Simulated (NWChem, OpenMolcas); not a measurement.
# How methods differ on CH3Br (bromomethane)

The species is CH3Br (5 atoms), meant as a singlet with charge 0. As SMILES, `CBr`. Geometry: relaxed at PBE0-D4/def2-TZVP.

```xyz
5

C    -0.1063    0.1236    0.0884
Br    1.0011   -1.1644   -0.8332
H     0.5165    0.9737    0.3513
H    -0.5063   -0.3541    0.9780
H    -0.9050    0.4212   -0.5845
```

Each level gives the dipole moment (D). The values are calculated.

**The experiment to reproduce.** NIST CCCBDB gives the dipole moment of the gas as 1.81 D.

```
         level                    kind     program  value (D)  computed − measured  CPU time
    HF/cc-pVTZ            Hartree–Fock      NWChem       2.13                +0.32   2.7 min
  BLYP/cc-pVTZ                     GGA  OpenMolcas       1.81                 0.00      45 s
  TPSS/cc-pVTZ                meta-GGA      NWChem       1.90                +0.09   2.5 min
r2SCAN/cc-pVTZ                meta-GGA      NWChem       1.94                +0.13   2.5 min
 BHLYP/cc-pVTZ           global hybrid      NWChem       1.97                +0.16   6.9 min
M06-2X/cc-pVTZ         hybrid meta-GGA  OpenMolcas       1.94                +0.13      61 s
  PBE0/cc-pVTZ           global hybrid  OpenMolcas       1.91                +0.10      44 s
 wB97X/cc-pVTZ  range-separated hybrid      NWChem       1.91                +0.10   4.5 min
```

Nearest: BLYP/cc-pVTZ (0.00 D); farthest: HF/cc-pVTZ (+0.32 D). The measured dipole is a vibrational average, so differences of a few hundredths of a debye mean little. Computed less measured by kind, in D (cc-pVTZ rows): Hartree–Fock +0.32; GGA +0.00; meta-GGA +0.09 to +0.13; global hybrid +0.10 to +0.16; range-separated hybrid +0.10. All-electron rows without a relativistic Hamiltonian named are non-relativistic. CPU times are rough (shared hosts, several kinds of processor): they show what a rung costs within a factor of a few.
